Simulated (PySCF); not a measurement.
Optical rotation: `[C@H]1(C)C[C@H]([SiH3])[C@@H]1C=O`, C₆H₁₂OSi

Molfile (atoms numbered from 1):
```
C6H12OSi
     RDKit          3D

 20 20  0  0  0  0  0  0  0  0999 V2000
    2.3709    0.0539   -0.8087 C   0  0  0  0  0  0  0  0  0  0  0  0
    0.8871   -0.1688   -0.5962 C   0  0  1  0  0  0  0  0  0  0  0  0
    0.4593   -1.2373    0.4192 C   0  0  0  0  0  0  0  0  0  0  0  0
   -0.5454   -0.2416    1.0254 C   0  0  2  0  0  0  0  0  0  0  0  0
   -2.3621   -0.5987    0.5592 Si  0  0  0  0  0  4  0  0  0  0  0  0
    0.1395    0.8963    0.2583 C   0  0  2  0  0  0  0  0  0  0  0  0
   -0.7347    1.7752   -0.5464 C   0  0  0  0  0  0  0  0  0  0  0  0
   -1.9093    1.5818   -0.7224 O   0  0  0  0  0  0  0  0  0  0  0  0
    2.5446    0.9379   -1.4198 H   0  0  0  0  0  0  0  0  0  0  0  0
    2.8800    0.1858    0.1442 H   0  0  0  0  0  0  0  0  0  0  0  0
    2.8080   -0.8045   -1.3150 H   0  0  0  0  0  0  0  0  0  0  0  0
    0.3874   -0.3097   -1.5574 H   0  0  0  0  0  0  0  0  0  0  0  0
    0.0445   -2.1521    0.0003 H   0  0  0  0  0  0  0  0  0  0  0  0
    1.2679   -1.4980    1.1024 H   0  0  0  0  0  0  0  0  0  0  0  0
   -0.4597   -0.1370    2.1077 H   0  0  0  0  0  0  0  0  0  0  0  0
   -2.5159   -0.9060   -0.8591 H   0  0  0  0  0  0  0  0  0  0  0  0
   -2.6067   -1.8695    1.2758 H   0  0  0  0  0  0  0  0  0  0  0  0
   -3.2762    0.3859    1.1210 H   0  0  0  0  0  0  0  0  0  0  0  0
    0.8425    1.4904    0.8468 H   0  0  0  0  0  0  0  0  0  0  0  0
   -0.2268    2.6269   -1.0382 H   0  0  0  0  0  0  0  0  0  0  0  0
  1  2  1  0
  2  3  1  0
  3  4  1  0
  4  5  1  0
  4  6  1  0
  6  7  1  0
  7  8  2  0
  6  2  1  0
  1  9  1  0
  1 10  1  0
  1 11  1  0
  2 12  1  6
  3 13  1  0
  3 14  1  0
  4 15  1  1
  5 16  1  0
  5 17  1  0
  5 18  1  0
  6 19  1  1
  7 20  1  0
M  END
```

Computed, not measured: PySCF 2.14.0, TDDFT BHandHLYP/def2-SVPD circular dichroism and optical rotation, one conformer, gas phase. Geometry: GFN2-xTB.

The molecule is flexible and this is one conformer; a measurement averages over conformers.

Stereocentres: C2 S, C4 S, C6 S.

(1) Give the optical rotatory dispersion at 633, 589.3, 546, 436, 405, 365, 355 nm.

(2) And for the mirror image at 589.3 nm?

(3) What is the molar rotation [Φ] = [α]·M/100 of the geometry above at 589.3 nm?

Results:

(1) [α] in deg dm⁻¹ (g/mL)⁻¹:
| λ (nm) | origin-invariant length gauge | modified velocity gauge | length gauge (centre of mass) | isotropic polarisability (au) |
| --- | --- | --- | --- | --- |
| 633 | +150.6 | +167.4 | +150.3 | 96.4 |
| 589.3 | +180.2 | +200.2 | +180.0 | 96.7 |
| 546 | +220.2 | +244.2 | +219.9 | 97.1 |
| 436 | +428.2 | +471.3 | +427.8 | 98.8 |
| 405 | +553.8 | +607.3 | +553.3 | 99.5 |
| 365 | +845.1 | +920.2 | +844.5 | 100.9 |
| 355 | +962.9 | +1046.0 | +962.2 | 101.3 |

(2) -180.2 deg dm⁻¹ (g/mL)⁻¹ (origin-invariant length gauge): the same size and the opposite sign.

(3) With M = 128.25 g/mol, +231.2 deg cm² dmol⁻¹ (origin-invariant length gauge).

The first excitation lies at 4.58 eV (271 nm) with R = +10.2 × 10⁻⁴⁰ esu² cm² (velocity form).
